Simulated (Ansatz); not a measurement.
Cost and result for the atomization energy of CH4S2Sn (`C[S][Sn][SH]`) (8 atoms, 7 bonds).

Charge 0, multiplicity 1. Correlated methods include outer-core shells of Sn, which these sets cover unevenly. Sn takes the def2 core potential. The structure was optimised at the PBE0-D4/def2-TZVP level. It is one conformer, not always the lowest. Program: Ansatz. Hardware: A = 2 threads of an AMD EPYC 7R13 on a shared host; B = 2 threads of an AMD EPYC 7R13 on a shared host and a share of an NVIDIA H100 80 GB. Times are those of one run each, without the atoms' runs, and a repeat can differ threefold. Electronic energies, without spin–orbit coupling; frozen cores. CCSD(T)/CBS adds CCSD(T) − MP2 in def2-TZVPP to the MP2 limit, and its time is that of the two runs behind it. T1 = 0.016. With those shells the extrapolation isn't a true limit. B3LYP takes the VWN-RPA correlation (the form of Gaussian; ORCA's B3LYP/G).

CCSD(T)/CBS is a level of theory with its own doubt, some kJ/mol a heavy atom from the limit and from the frozen cores, so smaller differences don't rank the functionals.

```csv
level,functions,wall time,atomization (kcal/mol),difference from CCSD(T)/CBS,per bond
PBE-D4/def2-TZVPP (with forces) [A],221,3.8 s,631.4,11.9,1.7
PBE0-D4/def2-TZVPP [A],221,4.6 s,618.4,-1.1,-0.2
r2SCAN-D4/def2-TZVPP (with forces) [A],221,6 s,620.4,0.9,0.1
B3LYP-D4/def2-TZVPP (with forces) [A],221,8 s,616.6,-2.9,-0.4
B2PLYP/def2-TZVPP [A],221,10 s,605.9,-13.6,-1.9
ωB97X-V/def2-TZVPP [A],221,12 s,619.4,-0.1,0.0
CCSD(T)/def2-TZVPP [B],221,15 s,596.9,-22.6,-3.2
ωB97M-V/def2-TZVPP (with forces) [A],221,21 s,618.1,-1.4,-0.2
CCSD(T)/def2-QZVPP [B],399,24 s,610.2,-9.3,-1.3
CCSD(T)/CBS(def2),–,39 s,619.5,0.0,0.0
```

In def2-TZVPP, CCSD(T) changes the Hartree–Fock value by +167.0 kcal/mol (the triples alone add +12.8 kcal/mol) and MP2 by +173.5 kcal/mol; breaking electron pairs costs correlation energy, which Hartree–Fock lacks. The D4 term adds +9.9 kcal/mol with B3LYP and +5.1 kcal/mol with PBE0; it sums over pairs of atoms, weighted by their polarisabilities, and B3LYP, whose exchange is more repulsive, gets the larger term. From PBE to PBE0 (25 % exact exchange), in def2-TZVPP and without D4, the atomization energy moves by −12.2 kcal/mol: exact exchange takes away binding that semilocal exchange gives to molecules.

Spin–orbit coupling would lower the free Sn atoms strongly, and the atomization energy with them, by more than many differences here. For some Ge, Se and Sn compounds the MP2-based and the directly extrapolated limit differ by 10 to 25 kJ/mol.
